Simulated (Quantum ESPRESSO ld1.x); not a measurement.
Task: Species: I XLIX. Configuration: [He] 2s2 2p0.75 3p0.25 (fractional occupations, a model configuration). Calculated with ld1.x of Quantum ESPRESSO 7.5: Dirac Kohn-Sham, revPBE, spin-unpolarised, spherical densities, point nucleus; open shells are shared between the two j in proportion to 2j + 1.

Spin-orbit splittings of the eigenvalues, e(l+1/2) - e(l-1/2), with zeta = 2 splitting/(2l+1) and mean radii in bohr:

shell  occ.  splitting (eV)  zeta (eV)  <r> j=l-1/2  <r> j=l+1/2
2p     0.75           344.5      229.6      0.09234      0.09738
3p     0.25               ?          ?       0.2404       0.2476

Estimate the 3p splitting.

Result: 98.38 eV (zeta = 65.59 eV).
